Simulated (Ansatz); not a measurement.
`OC(F)BCl` and `OC(F)[TeH]` differ in one atom or group.

Ansatz, PBE0-D4/def2-TZVP geometries, multiplicity 1. Each molecule was computed in one conformer, which needn't be the lowest.

Elements past krypton have def2 core potentials.  Spin–orbit coupling is left out; it splits and shifts lone-pair levels of the heavy atoms by tenths of an eV.

```csv
property,`OC(F)BCl`
HOMO energy (PBE0/def2-TZVPP) / eV,-8.63
LUMO energy (PBE/def2-TZVPP) / eV,-2.86
HOMO–LUMO gap (B3LYP/def2-TZVPP) / eV,6.36
LUMO energy (PBE0/def2-TZVPP) / eV,-1.86
HOMO–LUMO gap (PBE/def2-TZVPP) / eV,4.28
size of the dipole moment (ωB97M-V/def2-TZVPP) / D,1.79
```

(1) Give the same properties after the change, and the shifts. (Estimate.)

## Answers

(1) Ansatz gave: 
| property | `OC(F)[TeH]` | shift |
| --- | --- | --- |
| HOMO energy (PBE0/def2-TZVPP) / eV | -6.61 | 2.02 |
| LUMO energy (PBE/def2-TZVPP) / eV | -1.94 | 0.92 |
| HOMO–LUMO gap (B3LYP/def2-TZVPP) / eV | 5.01 | -1.35 |
| LUMO energy (PBE0/def2-TZVPP) / eV | -1.13 | 0.73 |
| HOMO–LUMO gap (PBE/def2-TZVPP) / eV | 3.59 | -0.69 |
| size of the dipole moment (ωB97M-V/def2-TZVPP) / D | 0.75 | -1.04 |

With PBE0 the HOMO rises by 2.02 eV and the LUMO rises by 0.73 eV, so the gap narrows by about 1.29 eV. PBE moves the HOMO by 1.59 eV and ωB97M-V by 2.20 eV. The zero-point energy changes by -19.1 kJ/mol with -3 modes. Dipoles are sizes alone; their direction can turn.

B3LYP here is the variant with VWN-RPA as its local correlation; programs differ in this.
